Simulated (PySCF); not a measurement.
The geometry has D3h symmetry (within 0.05 Å) and had no frequency check at the DFT level, so a distortion to lower symmetry isn't ruled out.

B3LYP has the VWN-RPA correlation part, as in Gaussian. Delta-SCF ions had no search for a lower state. 

Cartesian coordinates (Å):
```xyz
12

B     -1.6260     0.9391    -0.0020
P     -1.5516    -0.8956    -0.0069
B     -0.0003    -1.8777     0.0010
P      1.5514    -0.8960    -0.0044
B      1.6263     0.9386     0.0006
P      0.0003     1.7916    -0.0065
H     -2.6649     1.5389    -0.0025
H     -2.7701    -1.5987     0.0041
H     -0.0004    -3.0773     0.0026
H      2.7697    -1.5995     0.0086
H      2.6652     1.5382     0.0017
H      0.0005     3.1984     0.0035
```
Charge 0, multiplicity 1.

What vertical ionisation energy (Delta-SCF), total energy and HOMO–LUMO gap does B3LYP-D3(BJ)/def2-SVP in PySCF give?


| Item | Result |
|---|---|
| vertical ionisation energy (Delta-SCF) | 8.31 eV |
| total energy | -1101.9532 Ha |
| HOMO–LUMO gap | 4.91 eV |
